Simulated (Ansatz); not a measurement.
Gas-phase electronic energies from Ansatz, PBE0-D4/def2-TZVP geometries. CBS: MP2 limit from def2 TZ/QZ plus the TZ coupled-cluster correction, frozen cores. DFT in def2-TZVPP. Each species was taken in one conformer, which may not be the lowest.

`F[B]([AlH2])[SiH3]` + `C[Si](O)(F)F` → `C[Si](F)(F)[O][AlH2]` + `FB[SiH3]`  (cleavage of the Al–B bond)

CCSD(T)/CBS gives -49.6 kcal/mol.

Problem. Another level gave -45.4 kcal/mol. Which?
A. ωB97X-V/def2-TZVPP
B. SCS-MP2/def2-TZVPP
C. PBE/def2-TZVPP
D. PBE0/def2-TZVPP

Solution. D. PBE0 -45.4, SCS-MP2/def2-TZVPP -52.5, PBE -43.2, ωB97X-V -48.7 kcal/mol.

Largest T1 diagnostic among the species: 0.015.

From PBE to PBE0 (25 % exact exchange), in def2-TZVPP and without D4, ΔE moves by −2.2 kcal/mol. In def2-TZVPP, CCSD(T) changes the Hartree–Fock value by +4.8 kcal/mol (the triples alone add +0.7 kcal/mol) and MP2 by +2.4 kcal/mol.
